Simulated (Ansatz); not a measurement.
Br₃FSn, SMILES `[F][Sn]([Br])([Br])[Br]`, relaxed with RKS PBE0-D4/def2-TZVP in Ansatz from a PBE-D4/def2-SVP geometry. The force threshold is 0.005 eV/Å; the program also tests the step.

Charge 0, multiplicity 1. Sn: def2 effective core potential.

Start:

```xyz
5

F     0.610    1.105    1.552
Sn    0.016    0.030    0.041
Br   -2.356    0.618   -0.397
Br    1.472    0.601   -1.888
Br    0.258   -2.354    0.693
```

| step | energy (eV) | largest force (eV/Å) | largest move (Å) |
| --- | --- | --- | --- |
| 1 | -218666.9328 | 1.113 | 0.000 |
| 2 | -218666.9685 | 0.674 | 0.089 |
| 3 | -218667.0120 | 0.334 | 0.040 |
| 4 | -218667.0142 | 0.003 | 0.012 |

End:

```xyz
5

F     0.591    1.071    1.504
Sn    0.013    0.023    0.032
Br   -2.311    0.615   -0.381
Br    1.449    0.598   -1.846
Br    0.258   -2.307    0.691
```

Hardware: 4 threads of an Arm Neoverse V1 on a shared host. Wall time 43 s, peak host memory 1 GiB.
